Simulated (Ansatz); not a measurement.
SnF₂⁺. Total charge 1; doublet. Geometry PBE0-D4/def2-TZVP.

Cartesian coordinates in Å:
```
Sn 0.107 0.637 0.071
F 0.885 -0.617 1.225
F -0.992 -0.020 -1.296
```

In the def2 sets Sn takes a core potential; there is no spin–orbit coupling.

Estimate the α-spin orbital energies around the gap (eV) in Ansatz with PBE-D4/def2-TZVP, PBE0-D4/def2-TZVP.


| orbital | PBE-D4/def2-TZVP | PBE0-D4/def2-TZVP |
| --- | --- | --- |
| HOMO−5 | -18.21 | -20.20 |
| HOMO−4 | -16.92 | -18.89 |
| HOMO−3 | -16.87 | -18.88 |
| HOMO−2 | -16.52 | -18.50 |
| HOMO−1 | -16.46 | -18.46 |
| HOMO | -14.97 | -16.36 |
| LUMO | -10.36 | -9.66 |
| LUMO+1 | -8.22 | -7.37 |
| LUMO+2 | -7.21 | -6.45 |
| LUMO+3 | -2.67 | -2.11 |
| LUMO+4 | -2.37 | -1.90 |
| LUMO+5 | -1.87 | -1.08 |
| β HOMO | -16.28 | -18.27 |
| β LUMO | -13.97 | -13.03 |
